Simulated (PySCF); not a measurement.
The dipole of `C=Cc1cn([SiH](C)C)nn1` from its density and from atomic charges.

Coordinates (GFN2-xTB, Å) and charges (e) from the PBE0/pcSseg-1 density (PySCF):

```tsv
atom	x	y	z	Mulliken	IAO	Hirshfeld	ESP-fitted
C1	4.036	-0.834	0.568	-0.1197	-0.3183	-0.1036	-0.4205
C2	3.356	-0.516	-0.526	-0.1187	-0.1413	-0.0467	-0.3438
C3	1.955	-0.169	-0.550	-0.0075	+0.0325	+0.0032	+0.7098
C4	1.009	-0.089	0.456	+0.1781	-0.1238	-0.0228	-0.6717
N5	-0.137	0.293	-0.149	-0.5391	-0.2374	-0.0574	+0.3638
Si6	-1.768	0.535	0.508	+0.9215	+1.0467	+0.4370	+0.6499
C7	-2.628	1.706	-0.699	-0.6264	-0.7207	-0.2102	-0.6112
C8	-2.586	-1.175	0.610	-0.6259	-0.7303	-0.2130	-0.5528
N9	0.103	0.436	-1.465	-0.0360	-0.1131	-0.0703	-0.1997
N10	1.320	0.168	-1.705	-0.2694	-0.1886	-0.1347	-0.4645
H11	5.082	-1.081	0.528	+0.1212	+0.1568	+0.0485	+0.2011
H12	3.575	-0.857	1.541	+0.1113	+0.1407	+0.0427	+0.1811
H13	3.832	-0.497	-1.496	+0.1067	+0.1671	+0.0541	+0.1930
H14	1.056	-0.262	1.510	+0.0944	+0.1701	+0.0657	+0.2658
H15	-1.536	1.107	1.842	-0.0854	-0.1330	-0.0773	-0.1577
H16	-2.132	2.671	-0.735	+0.1506	+0.1686	+0.0493	+0.1427
H17	-3.663	1.872	-0.416	+0.1392	+0.1575	+0.0454	+0.1757
H18	-2.611	1.298	-1.706	+0.1648	+0.1777	+0.0487	+0.1286
H19	-2.019	-1.855	1.240	+0.1440	+0.1614	+0.0452	+0.1232
H20	-3.588	-1.105	1.020	+0.1414	+0.1606	+0.0461	+0.1453
H21	-2.664	-1.627	-0.375	+0.1549	+0.1668	+0.0500	+0.1421
```

**Question.** What dipole does each set of charges give (1 e·Å = 4.803 D), and what does the density give?

**Answer.** The full density gives (-2.11, -0.43, 3.60) D, 4.19 D in size; dipole vectors point from the negative to the positive end.

```
    scheme     μx     μy    μz  size (D)  share of the full size (%)  angle to the full dipole (°)
  Mulliken  -0.88  -0.53  5.15      5.25                         125                            21
       IAO  -2.59   0.21  3.85      4.64                         111                             9
 Hirshfeld  -2.07   0.06  2.15      2.99                          71                            15
ESP-fitted  -2.10  -0.44  3.62      4.21                         100                             0
```

**Question.** Which set comes closest?

**Answer.** Length of the difference vector: ESP-fitted 0.03 D, IAO 0.84 D, Hirshfeld 1.53 D, Mulliken 1.98 D. Closest: ESP-fitted. The schemes that divide the density aren't constrained to reproduce the dipole.

**Question.** What is left for the Hirshfeld atoms' own dipoles?

**Answer.** The shares of the density sum to the whole, so what Σ q r misses lies in dipoles about the nuclei. The atomic dipoles sum to (-2.11, -0.43, 3.60) − (-2.07, 0.06, 2.15) = (-0.04, -0.49, 1.45) D, 1.53 D in size.

**Question.** With the origin at the mean of the coordinates, (0.000, 0.001, 0.000) Å, which are the largest single terms, by size, of the Mulliken dipole along the direction of the full one?

**Answer.** C8 -5.85, Si6 +5.63, N10 +2.78, H20 +1.90, C7 -1.65 D; all 21 atoms together +4.92 D. The single terms depend on the origin, their sum doesn't.

**Question.** Give the size of the full dipole in other units.

**Answer.** 4.19 D = 1.650 au = 0.873 e·Å = 13.99 × 10⁻³⁰ C·m.

One conformer (not necessarily the lowest) at the GFN2-xTB geometry, without solvent, vibrations or thermal averaging.

Shape of the structure used: `[CH2:1]=[CH:2][c:3]1[cH:4][n:5]([SiH:6]([CH3:7])[CH3:8])[n:9][n:10]1`: C1–C2–C3–C4 -1°, C4–N5–Si6–C7 157°.
